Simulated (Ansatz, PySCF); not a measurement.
Process, species as SMILES: Cl[Si](Cl)(Cl)[Si](Cl)(Cl)Cl -> 2 Cl[Si](Cl)Cl (the Si-Si bond at the site shown breaks; other sites are not compared here)
Structures are relaxed separately at B3LYP-D3(BJ)/def2-TZVP in Ansatz (a quantum-chemistry and plane-wave program), one conformer each, not searched for the lowest. Frequencies are from Ansatz or PySCF.

Wanted: bond dissociation energy (0 K, with B3LYP-D3(BJ) harmonic zero-point energies), in kJ/mol. Correlated levels leave the core frozen unless marked. UHF or UKS for open shells. No spin-orbit coupling. No relativistic terms. CBS(X,Y): correlation extrapolated as X^-3; Hartree-Fock from the larger set. [CCSD(T)-MP2]/basis is that difference in the basis named.

RI-MP2/CBS(cc-pV(T+d)Z,cc-pV(Q+d)Z)+[CCSD(T)-MP2]/cc-pV(T+d)Z (Ansatz) gives 333.0 kJ/mol.

Question: Another calculation gave 289.2 kJ/mol. Which level was it?
(A) B2GP-PLYP/def2-TZVPD (Ansatz)
(B) B3LYP/def2-TZVPD (Ansatz)
(C) r2SCAN0/def2-TZVPD (Ansatz)
(D) wB97X-V/def2-TZVPD (Ansatz)

Answer: C, r2SCAN0/def2-TZVPD (Ansatz). The others give 304.8 (B2GP-PLYP), 329.6 (wB97X-V), 269.8 (B3LYP) kJ/mol.
